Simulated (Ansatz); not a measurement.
Consider the redistribution: `[F][Hf]([F])([F])[c]1ccccc1` + `CNB(F)F` → `C[NH][Hf]([F])([F])[F]` + `FB(F)c1ccccc1`.

Gas-phase electronic energies from Ansatz, PBE0-D4/def2-TZVP geometries. CCSD(T)/CBS adds triple-zeta CCSD(T) − MP2 to the extrapolated MP2 energy (def2 sets, frozen cores). DFT in def2-TZVPP. B3LYP here is the variant with VWN-RPA as its local correlation; programs differ in this. Elements past krypton have def2 core potentials. For Hf outer-core shells are correlated without core-valence functions, which leaves a few kJ/mol of doubt a bond. One conformer a species, not always the lowest.

Q: Is it downhill or uphill in electronic energy at CCSD(T)/CBS, and by how much? (Best estimate.)

A: Computed: Downhill: ΔE = -0.07 eV.

Q: What do these levels give: revPBE-D4, r2SCAN-D4, BHLYP-D4, ωB97X-V, ωB97M-V, revPBE, PBE0, B3LYP, RPA@PBE/def2-TZVPP, SCS-MP2/def2-TZVPP, CCSD/def2-TZVPP, HF/def2-QZVPP? (An estimate is asked.)

A: Ansatz gave: revPBE-D4 -0.10, r2SCAN-D4 -0.10, BHLYP-D4 -0.07, ωB97X-V -0.11, ωB97M-V -0.08, revPBE -0.10, PBE0 -0.08, B3LYP -0.10, RPA@PBE/def2-TZVPP -0.05, SCS-MP2/def2-TZVPP -0.05, CCSD/def2-TZVPP -0.06, HF/def2-QZVPP -0.08 eV.

Largest T1 diagnostic among the species: 0.015.

Leaving LDA and LC-ωPBE aside and taking each functional with its dispersion term where it has one, the values, not all of them listed here, spread over 0.06 eV, from B97M-V to PBE-QIDH. LDA lies +0.03 eV from PBE without D4. At CCSD(T), def2-SVP lies +0.09 eV from the extrapolated value and def2-TZVPP +0.02 eV.
